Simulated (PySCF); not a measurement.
Computed IR spectrum (relative IR intensity) of a molecule C₃H₇ClSi. Coordinates come from a PBE0-D3(BJ)/def2-SVP optimisation. The values are those of a single conformer. Computed with PBE0-D3(BJ)/def2-SVP (PySCF). Frequencies are harmonic and unscaled.

ν (cm⁻¹): 334 (vw), 488 (w), 648 (w), 727 (m), 795 (w), 818 (w), 838 (s), 884 (w), 906 (vs), 942 (m), 983 (m), 1175 (w), 1262 (w), 1299 (vw), 1429 (vw), 1666 (s), 2216 (s), 2219 (s) (against the strongest line: vs over 80 %, s over 45 %, m over 15 %, w over 4 %, vw less)

Task: Identify the compound among the candidates.
A) ClC1C[SiH2]C1
B) C=C(C)[SiH2]Cl
C) C[SiH2]/C=C/Cl
D) C/C(Cl)=C/[SiH3]

Result: C, C[SiH2]/C=C/Cl
